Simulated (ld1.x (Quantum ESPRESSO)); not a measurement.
**What one change does to a pseudopotential (Pb (Z = 82), TM)**

ld1.x (Quantum ESPRESSO) 7.5 input, shortened:

```
&input
   title='Pb', zed=82., rel=1, dft='PZ', iswitch=3,
   config='[Xe] 4f14 5d10 6s2 6p1'
 /
 &inputp
   pseudotype=2, tm=.true., lloc=1,
   nlcc=.true., rcore=1.35
 /
3
6S  1  0   2.00   0.00  1.65  1.65  0.0
5D  3  2  10.00   0.00  1.60  1.60  0.0
6P  2  1   1.00   0.00  2.15  2.15  0.0
 &test
   configts(1)='5d10 6s2 6p1'
 /
```

Change: core correction a·sin(br)/r model core inside 0.76 bohr.

Cutoffs: the cutoffs (Ry, on a coarse ladder) from which the occupation-weighted sum of valence levels, in a spherical-Bessel basis at the reference potential, stays within 10 and 1 mRy of its value at 400 Ry; they do not see the model core or the augmentation charge, which bear on the density cutoff. Errors are all-electron minus pseudo energies relative to the spin-unpolarised reference configuration.

How do hardness, ghosts and transferability respond?

The potential gets neither clearly harder nor softer (55 Ry and 100 Ry → 55 Ry and 100 Ry); the errors of the 9 common tests hardly move; neither file shows a bound ghost. A model core, the more so a compact one, raises the density cutoff, which this test does not measure.

| quantity | base | changed |
| --- | --- | --- |
| cutoff, loose | 55 Ry | 55 Ry |
| cutoff, tight | 100 Ry | 100 Ry |
| bound ghosts | none | none |
| error for 5d10 6s2 6p2, meV [ΔE -6.83 eV] | +3.6 | +3.5 |
| error for 5d10 6s2 6p0, meV [ΔE 13.76 eV] | -8.1 | -8.1 |
| error for 5d10 6s1 6p0, meV [ΔE 46.64 eV] | -27 | -27 |
| error for 5d10 6s0 6p0, meV [ΔE 89.83 eV] | -106 | -107 |
| error for 5d9 6s2 6p2, meV [ΔE 20.47 eV] | -172 | -183 |
| error for 5d10 6s2 6p1.5, meV [ΔE -4.22 eV] | +2.1 | +2.1 |
| error for 5d9 6s2 6p3, meV [ΔE 12.40 eV] | -215 | -227 |
| error for 5d10 6s2 6p1 (spin-polarised), meV [ΔE -0.15 eV] | +0.6 | +0.6 |
| error for 5d10 6s2 6p2 (spin-polarised), meV [ΔE -7.28 eV] | +6.1 | +6.0 |
| s: phases at 2.34 bohr within 0.05 rad from the reference energy up to (Ry; the scan ends near 5) | 0.6 | 0.6 |
| p: phases at 2.34 bohr within 0.05 rad from the reference energy up to (Ry; the scan ends near 5) | 2.7 | 2.7 |
| d: phases at 2.34 bohr within 0.05 rad from the reference energy up to (Ry; the scan ends near 5) | -0.2 | -0.2 |
